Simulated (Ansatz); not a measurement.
Relaxation of Cl3FH4Si2 (10 atoms, charge 0, multiplicity 1), to a largest force component of 0.03 eV/Å in at most 50 steps.

Method: UKS r2SCAN/STO-3G in Ansatz 0.2.0.

```xyz
10
Properties=species:S:1:pos:R:3
Si -0.101 1.146 0.165
F -2.123 -0.868 -0.663
Cl -0.787 1.725 -1.743
Cl -1.695 1.255 1.536
Cl 1.264 2.651 0.758
H -1.422 -1.486 -0.855
Si 1.009 -0.803 0.191
H 1.473 -1.027 1.543
H 0.241 -1.950 -0.237
H 2.140 -0.642 -0.694
```

Problem. Where does it end, and by what steps?

Solution. The run converged. Limits of this set-up: minimal basis. After 16 steps the energy has fallen by 0.684 eV; H6 moved furthest, 1.41 Å.

```json
{"step": "0", "energy less start (eV)": "0.0000", "largest force component (eV/Å)": "1.645", "accepted": "yes"}
{"step": "1", "energy less start (eV)": "-0.1157", "largest force component (eV/Å)": "1.632", "accepted": "yes"}
{"step": "2", "energy less start (eV)": "-0.0676", "largest force component (eV/Å)": "3.228", "accepted": "no"}
{"step": "3", "energy less start (eV)": "-0.1768", "largest force component (eV/Å)": "1.548", "accepted": "yes"}
{"step": "4", "energy less start (eV)": "-0.2505", "largest force component (eV/Å)": "0.840", "accepted": "yes"}
{"step": "5", "energy less start (eV)": "-0.3371", "largest force component (eV/Å)": "0.469", "accepted": "yes"}
{"step": "6", "energy less start (eV)": "-0.4039", "largest force component (eV/Å)": "0.963", "accepted": "yes"}
{"step": "7", "energy less start (eV)": "-0.4316", "largest force component (eV/Å)": "1.523", "accepted": "yes"}
{"step": "8", "energy less start (eV)": "-0.4673", "largest force component (eV/Å)": "1.645", "accepted": "yes"}
{"step": "9", "energy less start (eV)": "-0.5348", "largest force component (eV/Å)": "0.792", "accepted": "yes"}
{"step": "10", "energy less start (eV)": "-0.5681", "largest force component (eV/Å)": "0.347", "accepted": "yes"}
{"step": "11", "energy less start (eV)": "-0.6211", "largest force component (eV/Å)": "0.234", "accepted": "yes"}
{"step": "12", "energy less start (eV)": "-0.6322", "largest force component (eV/Å)": "1.343", "accepted": "yes"}
{"step": "13", "energy less start (eV)": "-0.6706", "largest force component (eV/Å)": "0.263", "accepted": "yes"}
{"step": "14", "energy less start (eV)": "-0.6775", "largest force component (eV/Å)": "0.219", "accepted": "yes"}
{"step": "15", "energy less start (eV)": "-0.6827", "largest force component (eV/Å)": "0.138", "accepted": "yes"}
{"step": "16", "energy less start (eV)": "-0.6840", "largest force component (eV/Å)": "0.020", "accepted": "yes"}
```

```xyz
10
Properties=species:S:1:pos:R:3
Si -0.322 0.753 0.109
F -1.689 -0.679 -0.409
Cl -1.007 1.360 -1.896
Cl -1.747 1.113 1.652
Cl 0.938 2.469 0.442
H -1.949 -0.252 -1.285
Si 1.208 -0.939 0.314
H 1.628 -0.996 1.696
H 0.610 -2.195 -0.078
H 2.330 -0.634 -0.544
```

Whether the end is a true minimum wasn't checked by a vibrational analysis.

Time of the run: 110 s on 2 threads of Arm Neoverse V1 (shared host), peak memory 0.24 GiB.
